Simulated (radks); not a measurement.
Rb XXVIII, 10 electrons, occupied as [Ne]. Calculated with a radial shooting solver on a logarithmic mesh with Libxc functionals: scalar-relativistic Kohn-Sham, PBE, spin-polarised, spherical densities, point nucleus.

Normalised radial functions P(r) = r R(r), r in bohr:

r,1s,2s
0.001362,0.6476,0.2125
0.001816,0.8403,0.2755
0.002422,1.0842,0.3551
0.00323,1.3886,0.4541
0.004343,1.7720,0.5781
0.005793,2.2163,0.7202
0.007726,2.7229,0.8789
0.01031,3.2669,1.0423
0.01374,3.7976,1.1864
0.01833,4.2330,1.2708
0.02445,4.4620,1.2362
0.03287,4.3590,0.9999
0.04384,3.8546,0.5082
0.05848,2.9886,-0.2554
0.07799,1.9472,-1.1926
0.104,1.0077,-2.0578
0.1387,0.3844,-2.5149
0.1851,0.0979,-2.3338
0.2488,0.0137,-1.5925
0.3318,0.0010,-0.7683
0.4426,0.0000,-0.2365
0.5903,0.0000,-0.0404

1s: eigenvalue -16400.4 eV, 0 radial nodes, <r> = 0.0403 bohr, 90 % of the charge inside 0.0720 bohr. 2s: eigenvalue -3293.7 eV, 1 radial node at r = 0.0536 bohr, <r> = 0.174 bohr, 90 % of the charge inside 0.268 bohr.
